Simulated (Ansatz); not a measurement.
A made-up structure of Al₂H₄Se, singlet:

Al1  (-1.628, 0.529, -0.830)
Al2  (0.443, 0.064, 0.643)
Se3  (2.085, -1.330, -0.248)
H4  (-2.919, -0.402, -0.767)
H5  (-1.671, 1.758, -1.842)
H6  (2.825, -2.540, -0.766)
H7  (2.942, -1.235, 0.941)
(Å)

It is relaxed with PBE-D4/def2-SVP and then PBE0-D4/def2-TZVP (Ansatz 0.2.0). Atoms count as bonded within 1.22 times the sum of their covalent radii (H–H: 0.88 Å). The end point is not checked to be a true minimum.

Problem. Does its bonding change? (Judge from chemistry; the calculation decides.)

Solution. Computed: No: no bond forms or breaks.

Where it ends: The first stage lowers the energy by 0.69 eV in 14 steps. It ends as a complex of AlH₂Se ([Al][SeH2]) + AlH₂:
```
7
angstrom
Al -1.1610 0.3210 -0.8318
Al 0.4089 0.5969 1.3334
Se 1.9802 -0.8401 -0.1674
H -2.1495 -0.9445 -0.9518
H -1.4135 1.4290 -1.9667
H 1.5100 -2.0308 -0.9125
H 2.9034 -1.6875 0.6270
```

Labels in which every atom is bracketed show which atoms are joined, not bond orders.

For scale, one of the runs: PBE0-D4/def2-TZVP relaxation, 146 basis functions, launched by `ansatz run in.yaml --threads 2 --pin off --events-out ev --progress --plain --max-ram 4352MiB`. The run took about 63 s on 2 CPU threads of an Arm Neoverse V1 (shared host).
